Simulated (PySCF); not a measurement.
**Two-component Hartree-Fock for Ru (ruthenium, neutral)**

Start: [Kr] 4d6 5s2; 4d3/2 filled at m_j = +3/2; 4d5/2 filled at m_j = -3/2, -1/2, +1/2, +3/2, +5/2. Calculated with PySCF 2.14 in x2c-SVPall-2c with one added diffuse shell each of s, p, d type (7s9p7d1f, 76 functions): generalised Hartree-Fock with the X2C-1e Hamiltonian and a Gaussian nucleus; one run each with spin-orbit coupling (SO) switched off, then screened by Boettger's factors. This is a chosen level, not necessarily the ground level.

```csv
spinor shell,electrons,"ε, spin-free (eV)","ε, screened SO (eV)",weight of nominal j (screened SO),"rms radius, screened SO (bohr)"
1s1/2,2,-22235.1,-22233.7,1.000,0.0384
2s1/2,2,-3279.1,-3278.6,1.000,0.158
2p1/2,2,-2931.3,-3021.9,1.000,0.137
3s1/2,2,-614.87,-614.72,1.000,0.428
3p1/2,2,-497.30,-513.23,1.000,0.425
3p3/2,4,-497.30,-489.73,1.000,0.436
3d3/2,4,-308.26,-311.07,0.979,0.417
3d5/2,6,-308.26,-306.20,0.986,0.420
4s1/2,2,-97.575,-97.516,1.000,1.09
4p1/2,2,-61.858,-67.284,0.720,1.20
4p3/2,4,-61.858,-59.156,0.860,1.21
4d5/2,5,-14.823,-15.459,0.562,1.69
4d3/2,1,-14.823,-11.558,0.767,1.79
5s1/2,2,-6.899,-6.897,0.997,3.72
```

Question: Where does 2p3/2 lie, and what is the 2p spin-orbit splitting (screened SO)?

Answer: At -2888.9 eV, 133.02 eV above 2p1/2.

```json
{"quantity": "E (hartree)", "spin-free": "-4527.24391", "screened SO": "-4527.86720"}
{"quantity": "M_J", "spin-free": "4", "screened SO": "4"}
{"quantity": "⟨J²⟩", "spin-free": "20.034", "screened SO": "20.056"}
{"quantity": "⟨L²⟩", "spin-free": "6.009", "screened SO": "6.107"}
{"quantity": "⟨S²⟩", "spin-free": "6.025", "screened SO": "5.984"}
```

Each row is a mean over spinors that exchange with the open shell spreads, by up to 8.945 eV (4p3/2).

Rows whose weight is well below 1 are mixtures of j = l ± 1/2: exchange outweighs spin-orbit coupling there, and the label is only the starting occupation.

⟨J²⟩ departs a little from M_J(M_J + 1) because the unrestricted spinors polarise the closed shells.

Breit and QED terms are absent; they matter most for the inner s and p1/2 levels.

Densities and radii are taken from the X2C orbitals without a picture-change correction, which distorts them close to the nucleus.

Without spin-orbit coupling the j labels of p, d and f shells carry no meaning; the spin-free column gives the mean over the occupied spinors of each nl shell.
